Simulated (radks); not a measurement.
Neutral selenium inside a hard spherical wall (all orbitals vanish at R), configuration held at [Ar] 3d10 4s2 4p4 and not refilled when levels cross. Method: scalar-relativistic Kohn-Sham, PBE, spin-unpolarised, spherical densities, point nucleus; computed with a radial shooting solver on a logarithmic mesh with Libxc functionals. Eigenvalues in eV, with the zero of energy where the potential of the charges vanishes at infinity; a dash marks a level that is unbound or too diffuse for the functional's potential to be trusted. A positive occupied level is held by the wall or, in an anion where self-interaction has pushed it up, behind a barrier. The pressure on the wall is -dE/dV.

R (bohr)  E (hartree)  kinetic (hartree)    e(3p)    e(3d)    e(4s)   e(4p)  e(5s, empty)  e(5p, empty)  pressure (GPa)
free      -2429.96351           2479.606  -152.98  -53.125  -17.287  -6.511             -             -               0
10        -2429.96344           2479.607  -152.97  -53.117  -17.281  -6.505         0.039         1.822         0.00223
7         -2429.95923           2479.642  -152.73  -52.872  -17.085  -6.311         2.186         5.546           0.280
6         -2429.94656           2479.728  -152.24  -52.391  -16.717  -5.925         4.579         9.110            1.53
4         -2429.66075           2481.143  -147.17  -47.378  -12.926  -1.436        23.412        32.782            67.7
3         -2428.45818           2485.756  -136.91  -37.328   -3.635  10.076        63.824        78.063             664
2.5       -2426.31804           2492.883  -126.06  -26.722    9.407  25.853        114.59        132.28            2530
1.5       -2397.69816           2576.842  -58.639   43.087   148.59  178.57        519.84        539.67           89500
